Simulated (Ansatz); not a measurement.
Calculated with Ansatz (gas phase, PBE0-D4/def2-TZVP geometries, no zero-point term in ΔE). CBS: MP2 limit from def2 TZ/QZ plus the TZ coupled-cluster correction, frozen cores. DFT in def2-TZVPP. For Ga, Se outer-core shells are correlated without core-valence functions, which leaves a few kJ/mol of doubt a bond. Scalar relativity is left out up to krypton. One conformer a species, not always the lowest.

Reaction (redistribution): `N=C(N)[SiH3]` + `[NH2][GaH][SeH]` → `[NH2][GaH][SiH3]` + `N=C(N)[SeH]`

Task: Is it downhill or uphill in electronic energy at CCSD(T)/CBS, and by how much? (Best estimate.)

Result: Ansatz gave: Uphill: ΔE = +97.7 kJ/mol.

Task: What do these levels give: LDA (SPW92), ωB97X-V, ωB97M-V, PBE-QIDH, revPBE, r2SCANh, BHLYP, LC-ωPBE, HF/def2-SVP, SCS-MP2/def2-TZVPP, CCSD(T)/def2-TZVPP, HF/def2-QZVPP? (Best estimate.)

Result: The calculation gave: LDA (SPW92) 76.9, ωB97X-V 96.2, ωB97M-V 98.2, PBE-QIDH 97.5, revPBE 77.6, r2SCANh 91.3, BHLYP 104.6, LC-ωPBE 95.7, HF/def2-SVP 119.5, SCS-MP2/def2-TZVPP 100.1, CCSD(T)/def2-TZVPP 95.2, HF/def2-QZVPP 120.0 kJ/mol.

Largest T1 diagnostic among the species: 0.015.

From r2SCAN to r2SCAN0 (25 % exact exchange), in def2-TZVPP and without D4, ΔE moves by +7.8 kJ/mol. Leaving LDA and LC-ωPBE aside and taking each functional with its dispersion term where it has one, the values, not all of them listed here, spread over 28.1 kJ/mol, from revPBE-D4 to BHLYP-D4.
